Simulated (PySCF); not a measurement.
**Continuum solvent and chemical shifts**

Atom-mapped SMILES (the numbers label the heavy atoms): `[CH:1]#[C:2][CH2:3][S:4](=[O:5])(=[O:6])[C@H:7]([CH3:8])[CH2:9][CH3:10]`; H(Xn) means a hydrogen on atom n. Ha(C3), Ha(C9) are pro-R; Hb(C3), Hb(C9) are pro-S.

GIAO PBE0/pcSseg-1 in PySCF 2.14.0 with density-fitted response routines on one PBE0-D3(BJ)/def2-SVP conformer, non-relativistic, equivalent nuclei averaged. Solvents enter as an IEF-PCM continuum (benzene with ε = 2.3, dichloromethane with ε = 8.9) around the gas-phase geometry. Shifts are referred to TMS, CS2 computed in the same medium.

In benzene, δ in ppm: C1 84.3, C2 77.0, C7 60.7, C3 46.5, C9 25.0, C10 12.2, C8 8.6, S4 327.0, Hb(C3) 3.84, Ha(C3) 3.70, H(C7) 3.23, H(C1) 2.57, Ha(C9) 1.51, Hb(C9) 1.36. Dipole moment 5.09 D.

(1) How does each δ change in the more polar medium?

(2) Which nuclei move most (in ppm), and what does the model miss?

Answers

(1) 
```csv
atoms,environment,"Δδ, dichloromethane"
C1,terminal alkyne carbon,+1.2
C2,alkyne carbon,+0.5
C7,sp3 CH bonded to S,+1.0
C3,propargylic sp3 CH2 bonded to S,+0.6
C9,sp3 CH2,+0.3
C10,methyl carbon,+0.1
C8,methyl carbon,+0.3
S4,sulfone sulfur,+2.5
Hb(C3),hydrogen on a propargylic sp3 CH2 bonded to S,+0.19
Ha(C3),hydrogen on a propargylic sp3 CH2 bonded to S,+0.13
H(C7),hydrogen on an sp3 CH bonded to S,+0.11
H(C1),hydrogen on a terminal alkyne carbon,+0.20
Ha(C9),hydrogen on an sp3 CH2,+0.13
Hb(C9),hydrogen on an sp3 CH2,-0.07
```

Changes are relative to benzene. The dipole moment becomes 5.63 D in dichloromethane.

(2) S4 (sulfone sulfur, +2.5 ppm) in dichloromethane. A continuum only polarises the solute; specific hydrogen bonds, the anisotropy of aromatic solvents and changes of geometry or conformer are outside it.
